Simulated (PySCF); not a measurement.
Re(2+): excitation energy

Re(2+) [Xe] 4f14 5d5 (6S) → Re(2+) [Xe] 4f14 5d4 6p1 (high-spin determinant), as a difference of total energies. Calculation: PySCF 2.14, in x2c-TZVPPall (11s7p7d3f1g, 97 functions); scalar relativity by spin-free X2C-1e. Correlated levels: valence: [Xe] 4f14 frozen. The calculations carry no spin-orbit coupling.

```csv
method,excitation energy (eV)
UHF,9.559
MP2 (valence),9.734
SCS-MP2 (valence),9.617
CCSD (valence),9.692
CCSD(T) (valence),9.683
```

Q: How much does correlation contribute at CCSD(T) (valence)?

A: 9.683 − (9.559) = 0.124 eV, measured against UHF.

A first-order spin-orbit estimate (lowest level to lowest level, LS coupling) adds -1.023 eV.

The basis was made for the ground configuration and has no added diffuse functions, so the excitation energy can come out too high.

The determinant of the upper state mixes LS terms, which raises its energy above the lowest term, most at the Hartree-Fock and MP2 levels.
